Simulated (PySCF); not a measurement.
CH₃FO₂Si.

```xyz
8

O     -0.6535     2.0210     0.0000
C      0.4898     1.6520     0.0000
O      0.8425     0.3723     0.0000
Si    -0.4475    -0.7536     0.0000
F      0.3208    -2.1726     0.0000
H      1.3708     2.3256     0.0000
H     -1.2227    -0.6400     1.2534
H     -1.2227    -0.6400    -1.2534
```

Geometry optimised at PBE0-D3(BJ)/def2-SVP. This is a generated structure with no PubChem entry under its InChIKey; it may be hypothetical. Other conformers were not sampled.

Calculation: PBE/pcSseg-1 run with PySCF. Non-relativistic, no solvent.

**Question.** Give the absolute GIAO shielding of each atom: isotropic value and principal components (ppm). (An estimate is asked for; the answer gives what the named calculation found.)

**Answer.** 
```csv
atom,σ(iso),σ11,σ22,σ33,span
O1,-143.8,-367.4,-269.1,205.2,572.7
C2,16.9,-76.8,58.6,68.9,145.6
O3,81.6,-53.1,109.4,188.5,241.6
Si4,342.0,320.4,338.1,367.6,47.1
F5,350.8,297.1,357.4,398.0,100.9
H6,23.4,19.5,23.0,27.8,8.3
H7,25.5,22.3,24.2,30.0,7.8
H8,25.5,22.3,24.2,30.0,7.8
```
